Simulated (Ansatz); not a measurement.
`CC/C=C(/O)F` + `[SiH3]SS` → `CCSS[SiH3]` + `C=C(O)F`  (substitution at a C–C bond)

Gas-phase electronic energies from Ansatz, PBE0-D4/def2-TZVP geometries. CCSD(T)/CBS adds triple-zeta CCSD(T) − MP2 to the extrapolated MP2 energy (def2 sets, frozen cores). Functionals use def2-TZVPP. Each species was taken in one conformer, which may not be the lowest.

`CC/C=C(/O)F`:

```xyz
13

C     1.846    0.324   -0.368
C     0.722   -0.672   -0.102
C    -0.428   -0.058    0.624
C    -1.661    0.026    0.156
O    -2.722    0.500    0.821
F    -2.000   -0.408   -1.068
H     2.215    0.758    0.565
H     1.498    1.144   -0.999
H     2.689   -0.159   -0.868
H     0.376   -1.100   -1.046
H     1.118   -1.507    0.487
H    -0.270    0.358    1.612
H    -3.382    0.795    0.185
```

`[SiH3]SS`:

Z-matrix (Å, degrees):
```
Si
S 1 2.143
H 1 1.484 2 110.0
H 1 1.482 2 110.2 3 121.2
H 1 1.487 2 106.0 3 -119.1
S 2 2.065 1 97.1 3 -62.7
H 6 1.346 2 98.0 1 89.3
```

`CCSS[SiH3]`:

```xyz
13

C    -0.632    0.343    2.073
C    -0.185    1.040    0.808
S     1.419    0.485    0.179
S     1.040   -1.470   -0.349
Si    0.490   -1.046   -2.374
H    -1.597    0.738    2.404
H     0.093    0.485    2.876
H    -0.748   -0.729    1.902
H    -0.028    2.111    0.975
H    -0.922    0.941    0.008
H     0.094   -2.338   -2.995
H    -0.659   -0.105   -2.401
H     1.635   -0.456   -3.107
```

`C=C(O)F`:

Z-matrix (Å, degrees):
```
C
C 1 1.320
H 1 1.078 2 119.7
H 1 1.079 2 119.7 3 180.0
O 2 1.334 1 126.3 3 -179.9
F 2 1.338 1 122.1 3 0.0
H 5 0.963 2 108.9 1 -179.7
```

```json
{"species": "`CC/C=C(/O)F`", "PBE0 energy (Eh)": "-331.45763"}
{"species": "`[SiH3]SS`", "PBE0 energy (Eh)": "-1087.93250"}
{"species": "`CCSS[SiH3]`", "PBE0 energy (Eh)": "-1166.49424"}
{"species": "`C=C(O)F`", "PBE0 energy (Eh)": "-252.89826"}
```

(1) Work out ΔE.

Largest T1 diagnostic among the species: 0.012.

Answers

(1) ΔE = (-1166.49424) + (-252.89826) − (-331.45763) − (-1087.93250) = -0.00237 Eh = -1.5 kcal/mol. CCSD(T)/CBS gives -2.2 kcal/mol.

In def2-TZVPP, CCSD(T) changes the Hartree–Fock value by −1.8 kcal/mol (the triples alone add −0.7 kcal/mol) and MP2 by −3.0 kcal/mol. The D4 term adds −1.7 kcal/mol with B3LYP and −1.0 kcal/mol with PBE0; it sums over pairs of atoms, weighted by their polarisabilities, and B3LYP, whose exchange is more repulsive, gets the larger term.

B3LYP here is the variant with VWN-RPA as its local correlation; programs differ in this.
